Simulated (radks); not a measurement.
Values are calculated unless marked as measured or tabulated.
Kr2+, configuration [Ar] 3d10 4s2 4p4.

Code: a radial shooting solver on a logarithmic mesh with Libxc functionals. Model: scalar-relativistic Kohn-Sham, Slater X-alpha with alpha = 0.82, spin-unpolarised, spherical densities, finite nucleus; Fermi nuclear charge, rms radius 4.1884 fm.

Energy parts (hartree):
part                   energy
total             -2802.74563
kinetic            2868.30557
electron-nucleus  -6720.04885
Hartree            1159.20621
exchange           -110.20856

Orbitals (lengths in bohr, moments of r in powers of bohr):
orbital,occ.,eigenvalue (hartree),<1/r>,<r^2>,<r^4>
1s,2,-522.9074,36.77,0.002316,0.00001382
2s,2,-70.03532,8.179,0.03957,0.002702
2p,6,-62.21503,8.008,0.03117,0.001944
3s,2,-10.83545,2.713,0.3206,0.1623
3p,6,-8.32161,2.565,0.3372,0.1909
3d,10,-4.12716,2.300,0.3684,0.2848
4s,2,-1.74909,0.9039,2.484,9.480
4p,4,-1.18244,0.7748,3.321,17.61

The highest occupied level is 4p at -32.176 eV. For comparison, the ionisation energy in NIST's Atomic Spectra Database is 35.84 eV (measured). In exact Kohn-Sham theory the highest level is minus the ionisation energy, but local and semilocal functionals leave it too shallow, through self-interaction and a potential that decays too fast; potentials with the right tail come closer. The electron density at the nucleus is 5.011e+04 e/bohr^3 (large components only). Summed over all electrons, <r^2> = 24.87 bohr^2, which gives a Langevin (diamagnetic) susceptibility term of -19.7 x 10^-6 cm^3/mol. The density falls to 0.001 e/bohr^3 at r = 3.43 bohr.

Beside tabulated values, note that spin-unpolarised runs miss the spin-polarisation part of the exchange energy of open shells.
